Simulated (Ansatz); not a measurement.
C$_{3}$H$_{7}$AlO, relaxed with RKS PBE0-D4/def2-TZVP in Ansatz 0.2.0 from a PBE-D4/def2-SVP geometry. The force threshold is 0.005 eV/Å; the program also tests the step.

Charge 0, multiplicity 1. The bonds changed during the relaxation, so this is another structure than the one it started from.

Start:

```xyz
12

O     1.008    0.435    1.207
C     0.995    0.364   -0.345
C     0.169   -0.895   -0.617
C    -1.290   -0.591   -0.124
Al   -0.643    1.236    0.295
H     1.594    1.183    1.441
H     2.030    0.404   -0.728
H     0.193   -1.070   -1.714
H     0.604   -1.799   -0.129
H    -2.040   -0.714   -0.930
H    -1.611   -1.219    0.731
H    -1.009    2.667    0.914
```

(1) By how much does the energy fall, and how many steps does the optimiser take? (Best estimate.)

(2) Which bonds change most? (Best estimate.)

(3) Give the relaxed structure. (Estimate.)

## Answers

(1) Ansatz gave: 5.50 kJ/mol, in 7 steps.

(2) Ansatz gave: O1–Al5 from 2.049 to 1.989 Å; C2–Al5 from 1.964 to 1.935 Å; C4–Al5 from 1.983 to 1.962 Å; C2–H7 from 1.104 to 1.086 Å.

(3) The calculation gave: 
```xyz
12

O     0.968    0.438    1.191
C     0.987    0.367   -0.353
C     0.170   -0.886   -0.623
C    -1.275   -0.582   -0.117
Al   -0.624    1.223    0.293
H     1.577    1.136    1.453
H     2.015    0.397   -0.699
H     0.174   -1.045   -1.705
H     0.601   -1.779   -0.152
H    -2.022   -0.725   -0.898
H    -1.566   -1.193    0.739
H    -1.006    2.650    0.872
```
